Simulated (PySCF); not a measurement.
Isomers of CH6NOSSi3 (doublet state), one GFN2-xTB conformer each. Single-point energies are computed at B3LYP/pcH-1 (PySCF, gas phase, no added dispersion term), electronic only. GFN2-xTB treats the open shell by occupation alone, and not every SCF solution was tested for stability.

```json
{"SMILES": "N#C[SiH2]S[SiH]O[SiH3]", "GFN2-xTB relative energy (kcal/mol)": "5.2"}
{"SMILES": "N#C[SiH]S[SiH2]O[SiH3]", "GFN2-xTB relative energy (kcal/mol)": "0.0"}
```

Conformers: `[N:1]#[C:2][SiH2:3][S:4][SiH:5][O:6][SiH3:7]` (doublet state) with C2–Si3–S4–Si5 36°, Si3–S4–Si5–O6 43°, S4–Si5–O6–Si7 19°; `[N:1]#[C:2][SiH:3][S:4][SiH2:5][O:6][SiH3:7]` (doublet state) with C2–Si3–S4–Si5 33°, Si3–S4–Si5–O6 -69°, S4–Si5–O6–Si7 -44°.

Question: What does B3LYP/pcH-1 give for the same structures?

Answer: 
| SMILES | B3LYP/pcH-1 E (Eh) | B3LYP/pcH-1 (kcal/mol) | GFN2-xTB (kcal/mol) | point group |
| --- | --- | --- | --- | --- |
| N#C[SiH]S[SiH2]O[SiH3] | -1438.48295 | 0.0 | 0.0 | C1 |
| N#C[SiH2]S[SiH]O[SiH3] | -1438.47933 | 2.3 | 5.2 | C1 |

Both levels put the same isomer lowest. Neighbours under 5.0 kcal/mol apart (N#C[SiH]S[SiH2]O[SiH3] and N#C[SiH2]S[SiH]O[SiH3]) can change places with a better method, another conformer or zero-point energy.
